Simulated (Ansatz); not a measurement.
Basis-set series for C$_{2}$H$_{4}$F$_{2}$OSi, SMILES `C=C(F)[SiH](O)F`. Charge 0, multiplicity 1. The structure was optimised at the PBE0-D4/def2-TZVP level. It is one conformer, not always the lowest.

```tsv
functional	basis	functions	energy (Eh)	HOMO (eV)	LUMO (eV)
PBE0-D4	def2-SVP	108	-642.25391	-7.97	-0.51
PBE0-D4	def2-QZVPP	475	-642.82828	-8.12	-0.83
ωB97M-V	def2-SVP	108	-642.60661	-10.21	1.69
ωB97M-V	def2-QZVPP	475	-643.19008	-10.38	1.17
```

Question: Give the rows for def2-TZVPP. (Estimate.)

Answer: Ansatz gave: 
```
functional       basis  functions  energy (Eh)  HOMO (eV)  LUMO (eV)
   PBE0-D4  def2-TZVPP        253   -642.79854      -8.09      -0.76
   ωB97M-V  def2-TZVPP        253   -643.16225     -10.35       1.33
```

Positive LUMOs are unbound and depend on the basis.
